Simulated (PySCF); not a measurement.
CH₂N, SMILES C=[N], multiplicity 2. The structure is a stationary point at B3LYP-D3(BJ)/def2-TZVPD. The isomer is the one that the SMILES or the coordinates give; other isomers of the formula were not compared.

Method: PySCF with B3LYP-D3(BJ)/def2-TZVPD.

Harmonic wavenumbers (cm⁻¹): 934, 994, 1376, 1724, 2963, 3017. Rotational constants (GHz): 286.1, 39.53, 34.73; symmetry number 2.

Work out the zero-point energy and the ideal-gas rigid-rotor harmonic-oscillator thermochemistry at 298.15 K and 1 atm.

ZPE = ½ Σ hcν = ½ × 11008 cm⁻¹ = 65.84 kJ/mol. H − E(el) = 76.01 kJ/mol. Entropy in J/(mol K): translation 150.32, rotation 66.85, vibration 1.01, spin 5.76, total 223.94. G − E(el) = 9.24 kJ/mol. Cp = 37.39 J/(mol K).
